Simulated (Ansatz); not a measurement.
`C=N[SiH](C)F` + H₂O → `C=N[SiH](C)O` + H–F  (formal hydrolysis of the Si–F bond)

Gas-phase electronic energies from Ansatz, PBE0-D4/def2-TZVP geometries. CCSD(T)/CBS is the MP2 limit (def2-TZVPP, def2-QZVPP) plus CCSD(T) − MP2 in def2-TZVPP, frozen cores. This one scheme is used for every species. DFT in def2-TZVPP. B3LYP here is the variant with VWN-RPA as its local correlation; programs differ in this. HSE06 is defined as in plane-wave codes. One conformer a species, not always the lowest.

```tsv
level	ΔE (kJ/mol)	difference from CCSD(T)/CBS
revPBE-D4	43.1	-3.5
BLYP-D4	48.1	1.5
r2SCAN-D4	48.7	2.1
B97M-V	50.5	3.9
PBE0-D4	45.0	-1.6
B3LYP-D4	48.2	1.6
r2SCANh-D4	48.1	1.5
r2SCAN0-D4	47.4	0.8
CAM-B3LYP-D4	49.5	2.9
ωB97X-V	48.4	1.8
B2PLYP	49.1	2.5
PBE-QIDH	45.1	-1.5
PBE	47.8	1.2
revPBE	49.4	2.8
BLYP	53.2	6.6
r2SCAN	49.3	2.7
PBE0	47.2	0.6
B3LYP	52.0	5.4
r2SCANh	48.9	2.3
r2SCAN0	48.2	1.6
HSE06	46.9	0.3
BHLYP	52.2	5.6
CAM-B3LYP	51.7	5.1
LC-ωPBE	48.7	2.1
RPA@PBE/def2-TZVPP	45.9	-0.7
HF/def2-SVP	53.5	6.9
MP2/def2-SVP	45.6	-1.0
CCSD/def2-SVP	48.3	1.7
CCSD(T)/def2-SVP	47.2	0.6
HF/def2-TZVPP	54.7	8.1
MP2/def2-TZVPP	42.9	-3.7
SCS-MP2/def2-TZVPP	45.9	-0.7
CCSD/def2-TZVPP	46.5	-0.1
CCSD(T)/def2-TZVPP	44.9	-1.7
HF/def2-QZVPP	56.0	9.4
MP2/def2-QZVPP	44.4	-2.2
SCS-MP2/def2-QZVPP	47.3	0.7
HF/CBS(def2)	56.2	9.6
MP2/CBS(def2)	44.7	-1.9
CCSD/CBS(def2)	48.2	1.6
CCSD(T)/CBS	46.6	0
```

Largest T1 diagnostic among the species: 0.012.

In def2-TZVPP, CCSD(T) changes the Hartree–Fock value by −9.8 kJ/mol (the triples alone add −1.6 kJ/mol) and MP2 by −11.7 kJ/mol. Leaving LDA and LC-ωPBE aside and taking each functional with its dispersion term where it has one, the values spread over 7.4 kJ/mol, from revPBE-D4 to B97M-V. LDA lies −5.2 kJ/mol from PBE without D4.

CCSD(T)/CBS has its own doubt, a few kJ/mol and more with outer-core shells, so smaller differences from it don't rank the levels.
